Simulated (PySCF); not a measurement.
## From computed data to an observable: chemical shift, span and skew from a shielding tensor

Al(H)(F)(OH) (AlFH2O), SMILES [OH][AlH][F]. Atoms are numbered in the order given.

```xyz
5

Al    -0.4486    -0.0395     0.0000
H     -2.0173    -0.1337     0.0000
F      0.4694    -1.4310     0.0000
O      0.2960     1.4902     0.0000
H      1.2564     1.6049     0.0000
```
Charge 0, spin multiplicity 1.

Coordinates come from a PBE-D3(BJ)/def2-TZVP optimisation. Other conformers were not sampled.

GIAO shieldings from B3LYP/pcSseg-2 run with PySCF, non-relativistic, no solvent. The symmetric part of the tensor of F3 has the principal values 252.6, 309.6, 433.3 ppm. The same nucleus in CFCl3 has σ = 159.6 ppm at this level (PySCF, at its B3LYP-D3(BJ)/def2-TZVP geometry).

Q: Work out the isotropic shielding, the ¹⁹F shift against CFCl3, the span and the skew.

A: 
σ(iso) = (σ11 + σ22 + σ33)/3 = 331.8 ppm. δ = σ(ref) − σ(iso) = 159.6 − (331.8) = -172.2 ppm.
Span Ω = σ33 − σ11 = 180.7 ppm. Skew κ = 3(σ(iso) − σ22)/Ω = 0.37. Tumbling in solution averages the tensor to δ; in a static solid the shielding alone would spread this spin-1/2 line over Ω.
